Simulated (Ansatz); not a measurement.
Born–Oppenheimer molecular dynamics of CH5BrOZn (9 atoms, charge 0, multiplicity 1). It starts at the highest image of a converged band. Of that band: Neighbouring images differ by up to 1.6 eV, so the band resolves the path poorly. A vibrational analysis at the climbing image gives one clearly imaginary mode, 673i cm⁻¹: a first-order saddle point.

The calculation used Ansatz, RKS revPBE-D4/def2-SVP.

- ensemble: NVE (velocity Verlet)
- time step: 0.5 fs
- steps asked: 200
- starting velocities drawn for: 300 K
- seed: 8466

First frame:

```xyz
9
Properties=species:S:1:pos:R:3
Zn -0.704 0.095 -0.429
Br 1.142 -1.479 -1.632
O -2.325 0.488 -1.114
H 1.009 -0.614 -0.213
C 0.684 0.285 1.080
H -2.421 0.047 -1.980
H 0.837 1.384 1.113
H 1.690 -0.166 1.217
H 0.088 -0.040 1.959
```

Question: How far do the bonds stretch over the last three quarters of this one trajectory? (Pairs bonded in most of those frames.)

Answer: 
| bond | mean (Å) | spread (Å) | shortest | longest |
| --- | --- | --- | --- | --- |
| Zn1–O3 | 1.800 | 0.035 | 1.75 | 1.86 |
| Zn1–C5 | 1.979 | 0.039 | 1.92 | 2.04 |
| Br2–H4 | 1.450 | 0.029 | 1.41 | 1.55 |
| O3–H6 | 0.975 | 0.010 | 0.96 | 0.99 |
| C5–H7 | 1.115 | 0.030 | 1.06 | 1.16 |
| C5–H8 | 1.116 | 0.030 | 1.07 | 1.17 |
| C5–H9 | 1.111 | 0.009 | 1.09 | 1.13 |

Mean temperature of the second half: 463 K. The conserved energy stayed within 0.17 meV per atom of its start (net change 0.094 meV per atom), so the integration is sound. The system heated up, since it started high on the potential surface and ran downhill. A run of 0.1 ps of so small a system gives no equilibrium averages. The orbitals stay closed-shell, which can raise the energy where a bond breaks towards radicals; this wasn't checked here.

The run took 8.2 min on 2 threads of Arm Neoverse V1, on a shared host, peak memory 0.32 GiB.
